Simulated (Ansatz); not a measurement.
System: CdTe, charge 0, singlet. CdTe (SMILES [Cd]=[Te]).
B3LYP-D3(BJ)/def2-TZVP minimum from Ansatz (an electronic-structure program):
```
Cd
Te 1 2.5846
```

Property: atomisation energy (electronic, to ground-state atoms), in kcal/mol. Radicals and triplets start from unrestricted determinants; spin-orbit coupling is neglected. Cores are frozen in correlated methods (noble-gas shells, and filled d and f shells in the p block). Past Kr the def2 sets carry scalar-relativistic core potentials. CBS(X,Y): correlation extrapolated as X^-3, Hartree-Fock from the larger set. A bracket is a step between two methods taken in the basis named. Spin-orbit terms, left out, reach several kcal/mol for Br and I, and more for heavier atoms. The restricted determinant of CdTe ([Cd]=[Te], singlet) is unstable towards broken spin symmetry in at least one set run.

CCSD(T)/CBS(def2-TZVPP,def2-QZVPP) + [CCSDT(Q) - CCSD(T)]/def2-TZVPP (Ansatz) gives 16.3 kcal/mol.

Q: How far off this value is PBE/def2-TZVPD (Ansatz), in which direction, and how far these levels: B3LYP/def2-TZVPD, PBE0/def2-TZVPD, B2PLYP/def2-TZVPD, CCSD(T)/CBS(def2-TZVPP,def2-QZVPP)?

A: PBE gives 17.2 kcal/mol, 0.9 kcal/mol above it. Differences of the others: B3LYP/def2-TZVPD (Ansatz) -5.3; PBE0/def2-TZVPD (Ansatz) -1.8; B2PLYP/def2-TZVPD (Ansatz) -3.7; CCSD(T)/CBS(def2-TZVPP,def2-QZVPP) (Ansatz) -0.6 kcal/mol.
